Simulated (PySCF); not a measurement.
# Correlation energy of N (nitrogen, neutral)

[He] 2s2 2p3, high-spin 4S determinant. All numbers are calculated (PySCF 2.14, the non-relativistic Hamiltonian (point nucleus), in def2-QZVPPD (8s4p4d2f1g, 63 functions)). Frozen: nothing; 7 electrons correlated.

| level | correlation energy (mhartree) |
| --- | --- |
| CCSD | -141.17 |
| (T) | -2.98 |
| CCSD(T) | -144.15 |

Diagnostics: T1 = 0.0058, D1 = 0.0154, largest double amplitude 0.030.

Cost of the coupled-cluster step: roughly 7 core-seconds, for 7 correlated electrons.

Iterations:

```
CC2 = 0
CCSD nocc = (np.int64(5), np.int64(2)), nmo = (63, 63)
frozen orbitals [[], []]
max_cycle = 100
direct = 0
conv_tol = 1e-08
conv_tol_normt = 1e-06
diis_space = 8
diis_start_cycle = 0
Init t2, MP2 energy = -0.126072890811753
Init E_corr(UCCSD) = -0.126072890812284
cycle = 1  E_corr(UCCSD) = -0.137708513986117  dE = -0.0116356232  norm(t1,t2) = 0.0289899
cycle = 2  E_corr(UCCSD) = -0.14003481077215  dE = -0.00232629679  norm(t1,t2) = 0.0109118
cycle = 3  E_corr(UCCSD) = -0.141240828171515  dE = -0.0012060174  norm(t1,t2) = 0.00520769
cycle = 4  E_corr(UCCSD) = -0.141162601624027  dE = 7.82265475e-05  norm(t1,t2) = 0.00102493
cycle = 5  E_corr(UCCSD) = -0.141170065562123  dE = -7.4639381e-06  norm(t1,t2) = 0.000297862
cycle = 6  E_corr(UCCSD) = -0.141175181931607  dE = -5.11636948e-06  norm(t1,t2) = 7.0201e-05
cycle = 7  E_corr(UCCSD) = -0.14117471271233  dE = 4.69219277e-07  norm(t1,t2) = 1.58368e-05
cycle = 8  E_corr(UCCSD) = -0.141174740187001  dE = -2.7474671e-08  norm(t1,t2) = 1.79011e-06
cycle = 9  E_corr(UCCSD) = -0.141174734256847  dE = 5.93015367e-09  norm(t1,t2) = 3.99429e-07
UCCSD converged
E(UCCSD) = -54.54560406310894  E_corr = -0.1411747342568471
UCCSD(T) correction = -0.00298299794672692
```

This basis was not built for core-valence correlation, so the inner-shell part is incomplete.
